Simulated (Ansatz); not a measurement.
This geometry of H2 + H4OSn (8 atoms, charge 0, multiplicity 1) is a first-order saddle point.

All numbers below come from RKS LDA/def2-mTZVP (Ansatz).

```xyz
8
Properties=species:S:1:pos:R:3
Sn 0.065 -0.173 -0.112
O 0.158 -0.030 2.058
H -0.713 -0.084 2.510
H 1.575 0.198 -0.816
H -0.927 1.244 -0.088
H -0.834 -1.430 -0.852
H 0.998 -1.740 1.004
H 0.644 -1.113 1.794
```

Task: Which two structures does it join? (They come from a converged band through this point; their orientation in space is the band's.)

Result: Bonds broken: Sn1–O2, H7–H8. Bonds formed: Sn1–H7, O2–H8. H2 + H4OSn becomes H2O + H4Sn.

First end point:

```xyz
8
Properties=species:S:1:pos:R:3
Sn -0.178 0.214 -0.071
O -0.008 0.062 1.904
H -0.879 0.049 2.347
H 1.446 0.379 -0.560
H -1.129 1.599 -0.413
H -0.916 -1.212 -0.678
H 1.508 -2.401 1.319
H 1.122 -1.817 1.650
```

Last end point:

```xyz
8
Properties=species:S:1:pos:R:3
Sn 0.445 -0.124 -0.358
O -0.429 -0.424 2.428
H -1.193 -1.023 2.315
H 0.982 -0.057 -1.995
H 0.241 1.471 0.206
H -1.027 -0.998 -0.351
H 1.651 -0.964 0.523
H 0.296 -1.007 2.730
```

Task: How far does it lie above each of them?

Result: 0.99 eV above the first and 1.29 eV above the second. This is the barrier of this one path; another mechanism may lie lower. The orbitals stay closed-shell, which can raise the energy where a bond breaks towards radicals; this wasn't checked here.

Time of the run: 2.7 min on 1 thread of AMD EPYC 7R43 64-Core Processor (Zen 3), on a shared host, peak memory 0.15 GiB.
